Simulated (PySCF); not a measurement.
# SMILES CCOc1ccc(O)cc1, C$_{8}$H$_{10}$O$_{2}$

Cartesian coordinates in Å; atom numbers follow the order of the lines, from 1:
```xyz
20

C     2.6609    0.6469    0.7659
C     2.2115   -0.6530    0.1291
O     0.9902   -1.1245    0.6472
C    -0.1757   -0.5591    0.2507
C    -1.3315   -1.0140    0.8945
C    -2.5817   -0.5172    0.5477
C    -2.7086    0.4521   -0.4530
O    -3.9018    0.9718   -0.8283
C    -1.5578    0.9087   -1.0944
C    -0.3021    0.4120   -0.7493
H     2.7318    0.5302    1.8574
H     3.6514    0.9369    0.3835
H     1.9604    1.4691    0.5584
H     2.9381   -1.4504    0.3456
H     2.1573   -0.5639   -0.9715
H    -1.2254   -1.7719    1.6729
H    -3.4732   -0.8888    1.0631
H    -4.5992    0.5681   -0.3023
H    -1.6587    1.6671   -1.8732
H     0.5736    0.7959   -1.2736
```

Computed with quadratic response CAM-B3LYP/aug-cc-pVDZ first hyperpolarisability, Taylor convention, gas phase (PySCF). Geometry: PBE0-D3(BJ)/def2-SVP.

(1) Give β for the processes computed.

(2) Which lowest excitations, dipole and polarisabilities go with it?

Answers

(1) In au, Taylor convention; the vector part is βᵢ = ⅓ Σⱼ (βᵢⱼⱼ + βⱼᵢⱼ + βⱼⱼᵢ); β∥ is 3/5 of the vector part along the dipole, the dipole points from − to +:
| process | λ (nm) | β vector norm | β∥ | β HRS | depolarisation ratio |
| --- | --- | --- | --- | --- | --- |
| static β(0;0,0) | ∞ | 71.8 | -25.9 | 30.1 | 4.83 |
| second harmonic β(−2ω;ω,ω) | 1907 | 75.0 | -26.9 | 31.6 | 4.61 |
| Pockels β(−ω;ω,0) | 1907 | 72.8 | -26.2 | – | – |
| second harmonic β(−2ω;ω,ω) | 1064 | 83.2 | -29.5 | 35.9 | 4.09 |
| Pockels β(−ω;ω,0) | 1064 | 75.2 | -27.0 | – | – |

(2) S1 4.65 eV (f = 0.059); S2 4.99 eV (f = 0.000); S3 5.38 eV (f = 0.024); dipole 0.73 D; isotropic α 105.6 au static, 106.0 au at 1907 nm, 106.9 au at 1064 nm, 107.2 au at 953.5 nm, 111.2 au at 532 nm.
